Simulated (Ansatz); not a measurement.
`[F][Al]([Br])[Br]` + `[NH2][Al]([Cl])[Br]` → `[NH2][Al]([Br])[Br]` + `[F][Al]([Cl])[Br]`  (redistribution)

Gas-phase electronic energies from Ansatz, PBE0-D4/def2-TZVP geometries. CCSD(T)/CBS adds triple-zeta CCSD(T) − MP2 to the extrapolated MP2 energy (def2 sets, frozen cores). DFT in def2-TZVPP. For Br outer-core shells are correlated without core-valence functions, which leaves a few kJ/mol of doubt a bond. Scalar relativity is left out up to krypton. One conformer a species, not always the lowest.

```
             level  ΔE (kJ/mol)  difference from CCSD(T)/CBS
            PBE-D4          0.0                          0.3
         r2SCAN-D4         -0.1                          0.2
           PBE0-D4         -0.2                          0.1
           ωB97X-V         -0.2                          0.1
               PBE          0.1                          0.4
         CAM-B3LYP          0.1                          0.4
RPA@PBE/def2-TZVPP         -0.5                         -0.2
     CCSD/def2-SVP         -0.3                          0.0
    MP2/def2-QZVPP         -0.5                         -0.2
      HF/CBS(def2)         -0.2                          0.1
       CCSD(T)/CBS         -0.3                            0
```

Largest T1 diagnostic among the species: 0.009.

Leaving LDA and LC-ωPBE aside and taking each functional with its dispersion term where it has one, the values, not all of them listed here, spread over 0.5 kJ/mol, from PBE-QIDH to B97M-V.
